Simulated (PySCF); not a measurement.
Two species compared at the same levels of theory.

First species: C2H9NO2Si2.
InChI=1S/C2H9NO2Si2/c1-2-6-5-7(3)4/h2,4,7H,1,3,6H2/t7-/m1/s1

Second species: C₄H₈O₃Si.
Bonds: C1–C2, C2–O3 (double), C2–C4, C4–O5 (double), C4–C6, C6–Si7, Si7–O8. Hydrogens: H9, H10, H11 on C1; H12, H13 on C6; H14, H15 on Si7; H16 on O8.

Levels: B3LYP/def2-SVPD for HOMO energy, LUMO energy, HOMO–LUMO gap and static isotropic polarisability; TDDFT B3LYP/def2-SVPD for lowest singlet excitation; TDA B3LYP/def2-SVPD for lowest triplet excitation (Tamm–Dancoff). Geometries: GFN2-xTB. Each species is one conformer at its optimised geometry, gas phase, non-relativistic unless stated; the electronic structure was computed with PySCF and density fitting.

Dipoles, sizes and rotational constants follow the conformer. The torsions of the flexible species, by atom-mapped SMILES:
- `[CH3:1][C:2](=[O:3])[C:4](=[O:5])[CH2:6][SiH2:7][OH:8]`: C1–C2–C4–O5 -40°, C2–C4–C6–Si7 88°, C4–C6–Si7–O8 -64°, H–O8–Si7–C6 10°

The conformers of `C=C[SiH2]O[Si@H](N)O` aren't listed.

(1) Which of the two has the higher static isotropic polarisability, and by how much?

(2) Which has the higher LUMO energy?

(3) Which has the higher S1 energy?

(4) Which of the two has the higher HOMO energy, and by how much?

(5) Which of the two has the higher T1 energy, and by how much?

(6) Which of the two has the higher HOMO–LUMO gap, and by how much?

## Answers

(1) The first: 88.1 au against 82.9 au, a difference of 5.2 au.

(2) The first: -0.60 eV against -2.76 eV, a difference of 2.16 eV.

(3) The first: 6.21 eV against 3.01 eV, a difference of 3.20 eV.

(4) The second: -7.28 eV against -7.60 eV, a difference of 0.32 eV.

(5) The first: 4.41 eV against 2.50 eV, a difference of 1.91 eV.

(6) The first: 7.00 eV against 4.52 eV, a difference of 2.48 eV.

On the first: The polarisability is 13.06 Å³ as a volume (1 au = 0.148185 Å³), or 1.22 au for each of the 72 electrons. The principal polarisabilities are 75.4, 91.6 and 97.4 au; their mean is the isotropic value.

On the second: The vertical singlet–triplet gap S1 − T1 is 0.51 eV (TDDFT singlet less Tamm–Dancoff triplet; S1: HOMO→LUMO, weight 0.98; T1: HOMO→LUMO, weight 0.98). 1 of the 8 computed singlets lies in the visible range (750 to 380 nm, 1.65 to 3.26 eV), with an oscillator strength of 0.000.
